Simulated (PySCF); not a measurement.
Electron correlation in I⁺ (iodine, charge +1)

[Kr] 4d10 5s2 5p4, high-spin 3P determinant. Computed with PySCF 2.14 in aug-cc-pVDZ-PP with ECP28MDF (5s4p3d, 32 functions), with scalar relativity through the core potential. Frozen: 4s2 4p6 4d10; 6 electrons correlated.

MP2 pair energies summed by pair of shells (mhartree):

| pair | energy | share (%) |
| --- | --- | --- |
| 5p-5p | -30.37 | 49.1 |
| 5s-5p | -26.80 | 43.4 |
| 5s-5s | -4.64 | 7.5 |

Total MP2 correlation energy: -61.81 mhartree.

Same-spin part -15.37 and opposite-spin part -46.43 mhartree; SCS-MP2 scales them by 1/3 and 6/5 to -60.84 mhartree.

```csv
level,correlation energy (mhartree)
CCSD,-75.55
(T),-0.96
CCSD(T),-76.51
```

Diagnostics: T1 = 0.0072, D1 = 0.0219, largest double amplitude 0.040.

Problem. Is a single reference adequate?

Solution. Yes, within this model without spin-orbit coupling: T1 lies below 0.03 and no double amplitude reaches 0.07.
